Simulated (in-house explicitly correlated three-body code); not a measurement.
Computed with an exponentially correlated three-body code. Model: two electrons around a point charge, non-relativistic, variational in 260 exponentially correlated functions (energies converged to about 1e-7 hartree, or 1e-8 relative for large Z).

Command:
```bash
python run_hyl.py task.json out
```
Settings (lengths in bohr, energies in hartree):
```
Z                      20
screening              2
interaction_strength   1
functions              260
states_tried           13
```

Cost of the run: 32 s on 1 thread of Intel(R) Xeon(R) 6975P-C (Granite Rapids), on a shared host.

**Those bound S and P states to n = 4 that converged, binding against the one-electron ion.**

Given: nuclear charge 20; Yukawa screening of all interactions 2 1/bohr.

Computed: one-electron threshold -162.823212 hartree.

```
term  energy (hartree)  binding (eV)
1 1S       -315.198913        4146.4
2 3S       -180.795189        489.04
2 1S                 ?             ?
2 3P                 ?             ?
2 1P       -178.367807        422.99
3 3S       -163.785485        26.185
3 1S       -163.711222        24.164
3 3P       -163.134168        8.4615
3 1P       -163.093726         7.361
```

Q: What belongs in the row 2 1S?

A: energy (hartree): -180.118965; binding (eV): 470.64.

Q: What belongs in the row 2 3P?

A: energy (hartree): -178.840951; binding (eV): 435.86.

**Converged states only, values per electron or pair (inverse distances are <exp(-kr)/r>).**

```tsv
term	mean r (bohr)	mean r squared (bohr²)	mean inverse r (1/bohr)	mean r12 (bohr)	mean inverse r12 (1/bohr)	mean cosine	mean p1 dot p2 (bohr⁻²)	delta r1 (bohr⁻³)	delta r12 (bohr⁻³)
1 1S	0.077131	0.0079688	17.698	0.11307	10.293	-0.0065786	2.4822	2429.2	282.65
2 3S	?	?	?	?	?	?	?	?	-
2 1S	0.20962	0.073346	10.43	0.35178	2.5671	-0.0031049	0.18573	1372.1	43.972
2 3P	?	?	?	?	?	?	?	?	-
2 1P	0.18548	0.057067	10.4	0.30122	2.9181	0.054443	22.801	1257.2	12.701
3 3S	0.59603	0.73873	9.2067	1.1197	0.29714	-0.00025679	0.01733	1270.4	-
3 1S	0.61027	0.77813	9.1991	1.1477	0.35623	-0.00038626	0.022459	1269.7	5.0838
3 3P	0.66709	0.99641	9.1589	1.2618	0.28249	-0.0049943	-1.8145	1255.8	-
3 1P	0.68765	1.0694	9.1519	1.3021	0.30641	0.0041247	1.753	1256.1	1.1803
```

Q: What belongs in the row 2 3S?

A: mean r (bohr): 0.20642; mean r squared (bohr²): 0.070731; mean inverse r (1/bohr): 10.455; mean r12 (bohr): 0.34905; mean inverse r12 (1/bohr): 1.9554; mean cosine: -0.0019251; mean p1 dot p2 (bohr⁻²): 0.14585; delta r1 (bohr⁻³): 1376.1.

Q: What belongs in the row 2 3P?

A: mean r (bohr): 0.18295; mean r squared (bohr²): 0.055281; mean inverse r (1/bohr): 10.419; mean r12 (bohr): 0.30694; mean inverse r12 (1/bohr): 2.5203; mean cosine: -0.063683; mean p1 dot p2 (bohr⁻²): -23.375; delta r1 (bohr⁻³): 1252.2.

**Electric-dipole lines between converged S and P states, rate of the upper state's decay.**

```
s state  p state  p minus s (eV)  oscillator strength from s  rate (1/s)
   1 1S     2 1P          3723.4                      0.6639  1.3313e+14
   1 1S     3 1P            4139                    0.045373  1.1243e+13
   2 1S     2 1P               ?                           ?           ?
   2 1S     3 1P          463.28                     0.12625  3.9194e+11
   3 1S     2 1P         -398.83                   -0.032977  2.2761e+11
   3 1S     3 1P          16.803                     0.57969  2.3673e+09
   2 3S     2 3P               ?                           ?           ?
   2 3S     3 3P          480.58                     0.12654  4.2272e+11
   3 3S     2 3P         -409.68                   -0.034227  2.4927e+11
   3 3S     3 3P          17.723                     0.58003  2.6352e+09
```

Q: What belongs in the row 2 1S 2 1P?

A: p minus s (eV): 47.651; oscillator strength from s: 0.11004; rate (1/s): 3.614e+09.

Q: What belongs in the row 2 3S 2 3P?

A: p minus s (eV): 53.178; oscillator strength from s: 0.11877; rate (1/s): 4.8581e+09.

**Static dipole response.**

| state | polarisability (bohr³) |
| --- | --- |
| 1 1S | 6.3304e-05 |
| 2 1S | 0.037179 |
| 2 3S | 0.032293 |
